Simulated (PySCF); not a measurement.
This PySCF input asks for the NMR shieldings of SMILES C=C[Si@@H](O)C[SiH3], C$_{3}$H$_{10}$OSi$_{2}$; the geometry comes from GFN2-xTB.

```python
import basis_set_exchange as bse
import numpy as np
from pyscf import gto, dft
from pyscf.prop import nmr

atoms = """
C     2.960074   -0.595560    0.402241
C     2.032725   -0.235516   -0.471424
Si    0.201113   -0.677939   -0.335800
O    -0.127305   -1.454890    1.058863
C    -0.798083    0.934086   -0.509555
Si   -2.661469    0.753087   -0.206236
H     2.713824   -1.189331    1.268757
H     4.001488   -0.327394    0.299705
H     2.342360    0.353930   -1.325819
H    -0.184986   -1.695862   -1.308462
H     0.010870   -1.037140    1.904245
H    -0.401030    1.687479    0.173754
H    -0.642637    1.333659   -1.510969
H    -3.307564    2.059185   -0.388690
H    -2.910482    0.305209    1.166711
H    -3.236498   -0.204061   -1.151588
"""
names = dict.fromkeys(["C", "Si", "O", "H"], "pcSseg-1")
basis = {el: gto.basis.parse(bse.get_basis(n, elements=[el], fmt="nwchem")) for el, n in names.items()}
mol = gto.M(atom=atoms, basis=basis, charge=0, verbose=0)
mf = dft.RKS(mol, xc="PBE0")
mf.grids.level = 2
mf.grids.alignment = dft.numint.BLKSIZE   # the property module wants whole blocks of grid points
mf.conv_tol = 1e-9
mf.kernel()

calc = nmr.RKS(mf)   # GIAO
C = mf.mo_coeff
Co = C[:, mf.mo_occ > 0]
resp = mf.gen_response(singlet=True, hermi=2)
def vind(x):   # induced exchange potential for any number of trial vectors
    d = np.einsum("pi,xij,qj->xpq", C, 2 * x.reshape(-1, C.shape[1], Co.shape[1]), Co, optimize=True)
    return np.einsum("xpq,pi,qj->xij", resp(d - d.transpose(0, 2, 1)), C, Co, optimize=True).ravel()
mo1, _ = nmr.rhf.solve_mo1(calc, with_cphf=vind)
sigma = calc.kernel(mo1)
for i, s in enumerate(sigma):   # ppm
    print("%2d %-2s %9.2f" % (i, mol.atom_pure_symbol(i), np.trace(s) / 3))
```

Question: What does it print?

Answer: 
```
 0 C      47.55
 1 C      39.52
 2 Si    361.23
 3 O     311.32
 4 C     190.62
 5 Si    425.44
 6 H      25.65
 7 H      25.31
 8 H      25.38
 9 H      26.68
10 H      30.62
11 H      31.81
12 H      32.02
13 H      27.63
14 H      27.71
15 H      27.69
```

These numbers come from an equivalent density-fitted implementation of the same equations, which agrees with the script to about 0.01 ppm for H and up to a few tenths of a ppm for heavy atoms, so last digits may differ.

Question: Turn these shieldings into chemical shifts. Shifts are taken against calculated references (same method and geometry level): TMS for ¹³C (186.93 ppm), ²⁹Si (349.16 ppm), ¹H (31.72 ppm); ¹⁷O (336.08 ppm) against H2O.

Answer: Averaging equivalent atoms: C 1: 147.4; C 0: 139.4; C 4: -3.7; Si 2: -12.1; Si 5: -76.3; O 3: 24.8; H 7: 6.41; H 8: 6.34; H 6: 6.07; H 9: 5.04; H 13/14/15: 4.04; H 10: 1.09; H 11: -0.10; H 12: -0.30 ppm. Experimental scales use liquid or dissolved standards, which lie at an offset from isolated H2O (liquid H2O: subtract about 36 ppm).

Size and cost of the density-fitted run: 166 basis functions, 20 s wall time on 1 thread of an Arm Neoverse V1, shared host.
